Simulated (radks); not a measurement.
Values are calculated unless marked as measured or tabulated.
Q: Radial electron density D(r) = 4 pi r^2 rho(r) of an atom or ion with 61 electrons. Code: a radial shooting solver on a logarithmic mesh with Libxc functionals. Model: scalar-relativistic Kohn-Sham, r2SCAN, spin-polarised, spherical densities, finite nucleus; meta-GGA in the generalised Kohn-Sham scheme; Fermi nuclear charge, rms radius of each element as measured or else 0.836 A^(1/3) + 0.57 fm.

| r (bohr) | D(r) (e/bohr) | spin D(r) |
|---|---|---|
| 0.0007715 | 2.869 | 0.0000336 |
| 0.001021 | 4.549 | 0.0000531 |
| 0.00134 | 7.046 | 0.0000820 |
| 0.001773 | 10.90 | 0.000126 |
| 0.002327 | 16.37 | 0.000188 |
| 0.003079 | 24.29 | 0.000275 |
| 0.004042 | 34.58 | 0.000384 |
| 0.005348 | 47.74 | 0.000515 |
| 0.007075 | 62.45 | 0.000644 |
| 0.009287 | 75.85 | 0.000730 |
| 0.01229 | 85.11 | 0.000733 |
| 0.01613 | 86.67 | 0.000645 |
| 0.02134 | 81.41 | 0.000549 |
| 0.02801 | 76.86 | 0.000600 |
| 0.03706 | 83.44 | 0.000632 |
| 0.04904 | 102.5 | -0.000656 |
| 0.06437 | 115.7 | -0.00460 |
| 0.08517 | 105.6 | -0.00281 |
| 0.1118 | 88.16 | 0.0549 |
| 0.1479 | 93.74 | 0.339 |
| 0.1942 | 102.1 | 1.17 |
| 0.2569 | 73.52 | 3.02 |
| 0.3399 | 44.28 | 5.94 |
| 0.4461 | 49.71 | 8.69 |
| 0.5903 | 47.41 | 9.22 |
| 0.7748 | 27.10 | 7.23 |
| 1.025 | 14.69 | 4.25 |
| 1.346 | 9.927 | 1.75 |
| 1.78 | 4.573 | 0.352 |
| 2.356 | 1.029 | 0.00870 |
| 3.092 | 0.1010 | -0.00405 |
| 4.091 | 0.003044 | -0.000242 |

What is the nuclear charge?

A: Z = 65. The innermost maximum, from 1s, lies near gamma/Z bohr with gamma = sqrt(1 - (Z/c)^2) = 0.880, here 0.0135 bohr (found: 0.0149), and its height grows with Z. The density is that of the terbium ion Tb4+ in [Xe] 4f7; the configuration itself is not fixed sharply by these data, and Z only to a few units. D(r) has 4 maxima, at r = 0.0149, 0.0665, 0.185, 0.503 bohr, and minima at 0.0285, 0.121, 0.362 bohr, inside which lie 1.94, 11.12, 29.38 electrons.
